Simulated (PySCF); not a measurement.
CH6AlBO4, SMILES OB(O)[CH2][Al]([OH])[OH].

The structure is a stationary point at PBE0-D3(BJ)/def2-SVP. The structure was generated by enumeration; whether it is a known compound was not checked. Other conformers were not sampled.

Computed with TDA-CAM-B3LYP/def2-SVPD (PySCF).

Vertical excitations. 

| state | energy (eV) | λ (nm) | f | main pairs |
|---|---|---|---|---|
| S1 | 6.88 | 180 | 0.147 | HOMO→LUMO 91 % |
| S2 | 7.33 | 169 | 0.020 | HOMO→LUMO+1 56 %, HOMO→LUMO+2 16 %, HOMO−3→LUMO 10 % |
| S3 | 7.40 | 168 | 0.013 | HOMO−3→LUMO 48 %, HOMO−2→LUMO 18 %, HOMO→LUMO+1 10 %, HOMO−1→LUMO 8 % |
| S4 | 7.73 | 160 | 0.014 | HOMO−1→LUMO 48 %, HOMO−2→LUMO 16 %, HOMO−1→LUMO+1 12 %, HOMO−4→LUMO 8 % |
| S5 | 7.91 | 157 | 0.039 | HOMO−2→LUMO 41 %, HOMO−3→LUMO 25 %, HOMO−1→LUMO+1 8 %, HOMO−1→LUMO 8 % |
| S6 | 8.06 | 154 | 0.119 | HOMO−4→LUMO 45 %, HOMO−5→LUMO 8 %, HOMO−2→LUMO 7 %, HOMO−1→LUMO+1 7 % |
| T1 | 6.27 | 198 | 0 | HOMO→LUMO 83 % |
| T2 | 6.83 | 182 | 0 | HOMO→LUMO+1 62 %, HOMO→LUMO+2 21 % |
Triplets are in the Tamm–Dancoff approximation.
